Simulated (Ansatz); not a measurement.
Wavefunction ladder for `O[SiH]([AlH2])S`

Cartesian coordinates in Å:
```
O -0.901 -0.919 -1.788
Si 0.262 -0.826 -0.624
Al 0.966 1.066 0.672
S -0.721 -0.587 1.468
H -1.168 -0.087 -2.183
H 0.785 -2.209 -0.484
H 2.297 0.923 1.517
H 0.168 2.414 0.415
H -1.689 0.225 1.008
```

Total charge 0; spin multiplicity 1. Geometry: relaxed with PBE0-D4/def2-TZVP. It is one conformer, not always the lowest. Frozen core, restricted reference, the Gaussian-basis code of Ansatz. CBS rows extrapolate triple and quadruple zeta; past MP2 they add the triple-zeta difference.

| basis | HF (Eh) | MP2 corr. | CCSD corr. | (T) | CCSD(T) total |
| --- | --- | --- | --- | --- | --- |
| def2-SVP | -1005.84859 | -0.48545 | -0.53581 | -0.01434 | -1006.39874 |
| def2-TZVPP | -1006.27824 | -0.62829 | -0.67629 | -0.02738 | -1006.98191 |
| def2-QZVPP | -1006.30929 | -0.67987 | – | – | – |
| CBS(def2) | -1006.31357 | -0.71808 | -0.76608 | as TZ | -1007.10703 |
